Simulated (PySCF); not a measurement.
**Excitation energy of Al⁺ by level of theory**

Al⁺ [Ne] 3s2 (1S) → Al⁺ [Ne] 3p2 (3P), as a difference of total energies. All numbers are calculated (PySCF 2.14, the non-relativistic Hamiltonian (point nucleus), in aug-cc-pV(T+d)Z). Correlated levels: valence: [Ne] frozen. The calculations carry no spin-orbit coupling.

```csv
method,excitation energy (eV),error (eV)
UHF,10.671,-1.009
MP2 (valence),11.266,-0.414
SCS-MP2 (valence),11.526,-0.154
CCSD (valence),11.490,-0.190
```

Reference: 11.680 eV (measured; NIST levels, between the centres of gravity of the two terms).

Errors of the correlated levels include the incompleteness of this basis and the frozen core.

With two correlated electrons CCSD is exact in that space.
